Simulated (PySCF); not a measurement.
## Unknown compound

An unknown has the formula C8H9NSi. Its calculated NMR data are:

$^{1}$H NMR (300 MHz, computed): δ 6.80 (m, 2H), 6.67 (m, 2H), 6.60 (d, 1H), 6.19 (m, 1H), 4.16 (d, 3H).

$^{13}$C{$^{1}$H} NMR (computed): δ 150.3 (CH), 146.0 (CH, 2C), 142.9 (CH, 2C), 128.7 (CH), 119.7 (C), 57.2 (C).

PySCF calculation with NMR shieldings at PBE0/pcSseg-1/GIAO and structure optimised with GFN2-xTB; non-relativistic, equivalent nuclei averaged, gas phase, a single conformation.

Chemical shifts δ = σref − σ; $^{1}$H (σ = 31.72 ppm) and $^{13}$C (σ = 186.93 ppm) vs TMS, all at this level.

Problem. Propose a structure and justify it.

Solution. 
- The formula gives 6 degrees of unsaturation (1 ring in the answer).
- 6 carbon signals for 8 carbons: some carbons are equivalent by symmetry or fast rotation.
- Carbon types of the structure: 2 × C, 6 × CH, leaving 3 H on heteroatoms.
- δC 150.3, 146.0, 142.9, 128.7: alkene CH; as expected for a trigonal carbon in a double bond.
- δC 119.7: nitrile carbon; this is the usual window of a C≡N carbon, which has no attached hydrogen.
- δC 57.2: allylic quaternary sp3 carbon.
- δH 6.80, 6.67, 6.60, 6.19: hydrogen on an alkene CH; olefinic region.
- δH 4.16: hydrogen on a silicon bonded to C.

The compound is SMILES N#CC1(/C=C/[SiH3])C=CC=C1.

This is the structure that produced the data.

Shifts are as computed. Against solution values, carbons near 30 ppm lie about +3 ppm off and those near 130 ppm about +5 ppm. Of 1309 compounds with measured shifts, 239 miss one by over three times the rms of a fit or turn the order of signals round; such compounds aren't used in these exercises. Multiplicities follow the n + 1 count of equivalent neighbours, as no J values were calculated; m marks all less simple cases, F and P coupling included.
